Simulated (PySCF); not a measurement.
Atoms are numbered as in `[CH3:1][CH2:2][Al-:3]([CH2:4][CH3:5])([CH2:6][CH3:7])[CH2:8][CH3:9]`. Hydrogens are named by the atom that carries them.

Geometry: PBE0-D3(BJ)/def2-SVP; GIAO shifts from PySCF, gas phase, non-relativistic, averaged over equivalent atoms.

At PBE0/pcSseg-1 (260 basis functions, 66 s wall time on 1 thread of an Arm Neoverse V1, shared host):
| atoms | δ (ppm) |
| --- | --- |
| C1/C5/C7/C9 | 14.3 |
| C2/C4/C6/C8 | -0.5 |
| Al3 | 76.8 |
| H(C1)/H(C5)/H(C7)/H(C9) | 0.97 |
| H(C2)/H(C4)/H(C6)/H(C8) | -0.61 |

Referencing at the same level of theory: $^{13}$C (184.41 ppm), $^{1}$H (31.27 ppm) vs TMS; $^{27}$Al (489.28 ppm) vs AlH4-.

**Question.** What do these become at PBE/pcSseg-1?

**Answer.** 
```csv
atoms,δ at PBE/pcSseg-1,change
C1/C5/C7/C9,15.1,+0.8
C2/C4/C6/C8,0.5,+1.0
Al3,84.2,+7.4
H(C1)/H(C5)/H(C7)/H(C9),1.07,+0.10
H(C2)/H(C4)/H(C6)/H(C8),-0.48,+0.13
```

Shifts are taken against calculated references (same method and geometry level): $^{13}$C (σref 180.03), $^{1}$H (σref 31.20) vs TMS; $^{27}$Al (σref 482.86) vs AlH4-.

The largest change is at Al3 (aluminium bonded to 4 C). Cost: 260 basis functions, 86 s wall time on 1 thread of an Arm Neoverse V1, shared host.
